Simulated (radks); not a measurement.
W20+, configuration [Kr] 4d10 4f8. All-electron calculation, scalar-relativistic Kohn-Sham, LDA (Slater exchange, VWN5 correlation), spin-polarised, spherical densities, finite nucleus; open shells are filled with parallel spins first (spin-orbit coupling, left out, can overturn this in heavy ions); Fermi nuclear charge, rms radius 5.3658 fm. Program: a radial shooting solver on a logarithmic mesh with Libxc functionals.

Unscreened Slater integrals over Kohn-Sham orbitals (hartree). They are taken over the spin-up orbitals.

integral,value
"F0(4f,4f)",1.8470
"F2(4f,4f)",0.94915
"F4(4f,4f)",0.61196
"F6(4f,4f)",0.44530
"F0(4f,4d)",1.8437
"F2(4f,4d)",0.92335
"F4(4f,4d)",0.60022
"G1(4f,4d)",1.0374
"G3(4f,4d)",0.68250
"G5(4f,4d)",0.49170
"F0(4f,4p)",1.8800
"F2(4f,4p)",0.95532
"G2(4f,4p)",0.81749
"G4(4f,4p)",0.57995
"F0(4d,4d)",1.8621
"F2(4d,4d)",0.95177
"F4(4d,4d)",0.64207
"F0(4d,4p)",1.8964
"F2(4d,4p)",0.97683
"G1(4d,4p)",1.2333
"G3(4d,4p)",0.77964
"F0(4p,4p)",1.9360
"F2(4p,4p)",1.0140

Derived for the open shells (J is the average intra-shell exchange parameter used in DFT+U). 4f: F4/F2 = 0.645, F6/F2 = 0.469, J = (286 F2 + 195 F4 + 250 F6)/6435 = 0.07803 hartree.
